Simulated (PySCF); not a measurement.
Ge(H)2(NH2)2 (GeH6N2), SMILES [NH2][GeH2][NH2]. Atoms are numbered in the order given.

```xyz
9

Ge    -0.0374     0.3379     0.0772
N      1.5860    -0.3657    -0.4283
N     -1.3354    -0.9767     0.1870
H      0.0651     0.9050     1.5060
H     -0.3216     1.4578    -0.9558
H      1.8122    -1.2551     0.0146
H      1.7080    -0.4645    -1.4343
H     -2.1227    -0.7471     0.7917
H     -1.6994    -1.3130    -0.7030
```
Charge 0, spin multiplicity 1.

The structure is a stationary point at B3LYP-D3(BJ)/def2-SVP. One conformer was computed; it need not be the lowest.

Method: B3LYP/def2-TZVPD run with PySCF.

Mulliken values depend strongly on the basis, most of all with diffuse functions as here. ESP charges are fitted to the potential on shells at 1.4 to 2.0 van der Waals radii. Atomic charges (e):

| atom | IAO | ESP fit | Mulliken |
|---|---|---|---|
| Ge1 | 0.88 | 0.76 | 0.30 |
| N2 | -0.82 | -1.00 | -0.58 |
| N3 | -0.84 | -0.94 | -0.58 |
| H4 | -0.12 | -0.09 | -0.02 |
| H5 | -0.13 | -0.14 | -0.02 |
| H6 | 0.26 | 0.38 | 0.23 |
| H7 | 0.26 | 0.37 | 0.23 |
| H8 | 0.26 | 0.32 | 0.22 |
| H9 | 0.25 | 0.33 | 0.22 |
